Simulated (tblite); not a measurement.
Compound: CH7ClGe2.
SMILES with atom numbers: `[CH3:1][Ge@@H:2]([Cl:3])[GeH3:4]` (hydrogens: H5, H6, H7 on C1; H8 on Ge2; H9, H10, H11 on Ge4)

Computed with GFN2-xTB (tblite), gas phase: L-BFGS steps from a force-field or distance-geometry start until the largest atomic force falls under 0.01 eV/Å.

The end geometry, which sets the zero of energy:
```
atom  x, y, z in Å
C1     -1.6939   -0.7444   -0.1212
Ge2    -0.3662    0.7311   -0.1570
Cl3    -0.9059    2.0801    1.3791
Ge4     1.9187    0.0139    0.1165
H5     -1.5069   -1.4544   -0.9220
H6     -1.6391   -1.2727    0.8282
H7     -2.7013   -0.3532   -0.2355
H8     -0.5405    1.5289   -1.4546
H9      2.3554   -0.9336   -0.9617
H10     2.1623   -0.7189    1.4026
H11     2.9229    1.1259    0.0995
```

**Question.** These geometries come from the run, each turned onto the end geometry. Order them by energy, lowest first.
A.
```
atom  x, y, z in Å
C1     -1.6523   -0.7467   -0.1190
Ge2    -0.3908    0.7825   -0.1631
Cl3    -0.8903    2.1237    1.3814
Ge4     1.8715    0.0119    0.1119
H5     -1.4032   -1.4390   -0.9191
H6     -1.5516   -1.2618    0.8339
H7     -2.6831   -0.4257   -0.2344
H8     -0.5703    1.5816   -1.4602
H9      2.2752   -0.9606   -0.9555
H10     2.0732   -0.7361    1.3936
H11     2.9272    1.0729    0.1043
```
B.
```
atom  x, y, z in Å
C1     -1.5965   -0.7426   -0.1165
Ge2    -0.3886    0.7764   -0.1645
Cl3    -0.8564    2.1260    1.4644
Ge4     1.8574   -0.0125    0.1042
H5     -1.3569   -1.4383   -0.9344
H6     -1.5129   -1.2678    0.8529
H7     -2.6454   -0.3736   -0.2416
H8     -0.5093    1.5139   -1.5073
H9      2.2041   -0.9995   -1.0407
H10     1.9773   -0.7598    1.4741
H11     2.8328    1.1805    0.0831
```
C.
```
atom  x, y, z in Å
C1     -1.6247   -0.7445   -0.1159
Ge2    -0.3595    0.7951   -0.1471
Cl3    -0.8570    2.1088    1.4303
Ge4     1.8648   -0.0142    0.1143
H5     -1.3709   -1.4283   -0.9149
H6     -1.5240   -1.2602    0.8282
H7     -2.6331   -0.4017   -0.2367
H8     -0.5228    1.5235   -1.4958
H9      2.2106   -0.9734   -1.0011
H10     1.9925   -0.7393    1.4258
H11     2.8296    1.1368    0.0867
```
D.
```
atom  x, y, z in Å
C1     -1.6531   -0.7419   -0.1203
Ge2    -0.3798    0.7788   -0.1610
Cl3    -0.9153    2.1195    1.3777
Ge4     1.8902    0.0121    0.1094
H5     -1.4295   -1.4480   -0.9148
H6     -1.5687   -1.2643    0.8294
H7     -2.6812   -0.4127   -0.2348
H8     -0.5809    1.5755   -1.4516
H9      2.2927   -0.9597   -0.9642
H10     2.0828   -0.7315    1.3994
H11     2.9484    1.0748    0.1045
```
E.
```
atom  x, y, z in Å
C1     -1.6404   -0.7385   -0.1173
Ge2    -0.3826    0.7774   -0.1709
Cl3    -0.8784    2.1164    1.3872
Ge4     1.8524    0.0137    0.1092
H5     -1.3924   -1.4303   -0.9165
H6     -1.5452   -1.2602    0.8319
H7     -2.6709   -0.4241   -0.2342
H8     -0.5571    1.5635   -1.4552
H9      2.2595   -0.9578   -0.9552
H10     2.0582   -0.7363    1.3941
H11     2.9023    1.0788    0.1007
```

**Answer.** D (0.004 eV), A (0.008 eV), E (0.015 eV), C (0.068 eV), B (0.199 eV).

In the order of the answer:

| step | E above end (eV) | largest force (eV/Å) | rms force component (eV/Å) | rms distance from end (Å) | rms bond change (Å) | bond most changed (Å) |
| --- | --- | --- | --- | --- | --- | --- |
| 20 | 0.004 | 0.07 | 0.022 | 0.060 | 0.002 | Ge2–Cl3 -0.004 |
| 12 | 0.008 | 0.13 | 0.039 | 0.071 | 0.003 | Ge2–Cl3 -0.009 |
| 9 | 0.015 | 0.26 | 0.071 | 0.077 | 0.013 | Ge2–Ge4 -0.032 |
| 3 | 0.068 | 0.58 | 0.178 | 0.106 | 0.012 | Ge2–Ge4 -0.029 |
| 0 | 0.199 | 1.16 | 0.410 | 0.121 | 0.039 | Ge4–H10 +0.065 |

What follows is the cost of the whole relaxation. The run took 0.45 s on one thread of an Arm Neoverse N1, shared host with 64 logical CPUs at a one-minute load of 62.
